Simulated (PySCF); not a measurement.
Working out the ionisation energy of Ni

Ni [Ar] 3d8 4s2 (3F) → Ni⁺ [Ar] 3d9 (2D). Calculation: PySCF 2.14, in Sapporo-DKH3-DZP-2012 (6s4p3d1f, 40 functions); the spin-free X2C one-electron Hamiltonian (Gaussian nucleus). Frozen: [Ar]. Energies in hartree (1 hartree = 27.21139 eV):

```
             part    Ni (lower)   Ni⁺ (upper)
              UHF  -1519.062725  -1518.761816
MP2 opposite-spin     -0.169235     -0.195084
    MP2 same-spin     -0.095678     -0.116159
```

Question: What does Hartree-Fock give?

Answer: (-1518.761816) − (-1519.062725) = 0.300909 hartree = 8.188 eV.

Question: What do MP2 and SCS-MP2 (6/5 opposite-spin, 1/3 same-spin) give?

Answer: The opposite-spin parts differ by -0.703 eV and the same-spin parts by -0.557 eV. MP2: 8.188 + (-0.703) + (-0.557) = 6.928 eV. SCS-MP2: 8.188 + 1.2 × (-0.703) + (-0.557)/3 = 7.159 eV.

Reference: 7.640 eV (measured; NIST Atomic Spectra Database, ionization energies), between the lowest levels; spin-orbit coupling is absent from the calculation.

A double-zeta basis recovers only part of the correlation energy.

What remains against the reference includes basis incompleteness, the frozen core and correlation beyond second order.
